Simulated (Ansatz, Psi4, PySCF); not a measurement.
Molecule: silicon dioxide molecule, SiO₂, net charge 0, singlet state. SMILES: O=[Si]=O
Coordinates optimised at B3LYP-D3(BJ)/def2-TZVP (Ansatz, an electronic-structure program):
```xyz
3

O      0.0000     0.0000    -1.5101
Si     0.0000     0.0000     0.0000
O      0.0000     0.0000     1.5101
```
Charge 0, spin multiplicity 1.

Quantity: vertical triplet-singlet gap, E(triplet) - E(singlet), in eV. Conventions: dispersion terms only where a functional's name holds one; spin-orbit terms left out; 6-311+G** with 5d, 6d on Na to Ar in Ansatz; open shells spin-unrestricted; each state is the SCF solution reached for its charge and spin; 6-31G* and kin with 6d, 5d where marked; non-relativistic; valence correlation only. First-principles rows: single points at B3LYP-D3(BJ) geometries (Ansatz). Levels can end on unlike triplets.

```
level               program  vertical triplet-singlet gap, E(triplet) - E(singlet) (eV)
------------------  -------  ----------------------------------------------------------
PBE/6-31G*           Ansatz                                                        3.59
B3LYP/3-21G          Ansatz                                                        3.16
B3LYP/6-31G*         Ansatz                                                        3.66
B3LYP/6-311+G**      Ansatz                                                        3.79
M06-2X/6-31G* (5d)    PySCF                                                        4.04
wB97X-D/6-31G*         Psi4                                                        3.93
MP2/6-31G*           Ansatz                                                        4.74
wB97M-V/def2-TZVPD   Ansatz                                                        4.09
wB97X-V/def2-TZVPD   Ansatz                                                        4.17
```

No value to compare with is used here. The 7 habitual levels span 3.16 (B3LYP/3-21G) to 4.74 eV (MP2/6-31G*); wB97M-V/def2-TZVPD gives 4.09.

The levels are drawn from those run, B3LYP/6-31G* more often than the rest, none by its result; left out are runs that failed, that the program found above a lower state of the same kind, or whose <S^2> lies over 0.5 above the pure value.
